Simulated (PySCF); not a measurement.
C₃H₁₀FNSi.

```xyz
16

C     -1.5534    -0.6794    -1.2366
C     -0.5779    -0.4573    -0.0926
C     -1.2702    -0.3395     1.2560
F      0.2619    -1.6094    -0.0248
Si     0.6672     0.9704    -0.4146
N      1.8668     1.1374     0.8232
H     -2.2251     0.1866    -1.3490
H     -1.0198    -0.8290    -2.1879
H     -2.1713    -1.5732    -1.0467
H     -1.9496     0.5276     1.2713
H     -1.8599    -1.2475     1.4657
H     -0.5301    -0.2138     2.0613
H     -0.0784     2.2622    -0.4900
H      1.3312     0.6624    -1.7125
H      2.4894     0.3599     1.0231
H      1.6573     1.6586     1.6684
```
Charge 0, spin multiplicity 1.

Geometry: B3LYP-D3(BJ)/def2-SVP. This is a generated structure with no PubChem entry under its InChIKey; it may be hypothetical. The values are those of a single conformer.

These are PBE/pcSseg-1 run with PySCF values and carry that method's errors. Non-relativistic, no solvent.

**Question.** Give the absolute GIAO shielding of each atom: isotropic value and principal components (ppm). (Estimate from the structure and the level; the computed values follow.)

**Answer.** 
```csv
atom,σ(iso),σ11,σ22,σ33,span
C1,155.3,139.2,144.7,182.1,42.9
C2,82.9,47.8,50.2,150.6,102.8
C3,154.3,137.2,146.6,179.0,41.9
F4,351.8,317.1,354.4,383.8,66.6
Si5,365.2,308.6,377.0,410.0,101.4
N6,256.3,227.9,264.1,276.9,49.1
H7,30.3,27.0,27.9,36.0,9.0
H8,29.7,25.7,28.1,35.2,9.4
H9,29.8,26.5,28.1,34.8,8.3
H10,30.3,27.2,27.6,36.1,8.9
H11,29.9,26.8,28.1,34.8,8.0
H12,29.4,25.2,29.1,34.0,8.7
H13,26.7,23.2,25.8,31.2,8.0
H14,26.6,22.3,26.2,31.2,8.9
H15,30.8,23.6,27.2,41.6,18.1
H16,30.8,24.1,26.5,41.7,17.5
```
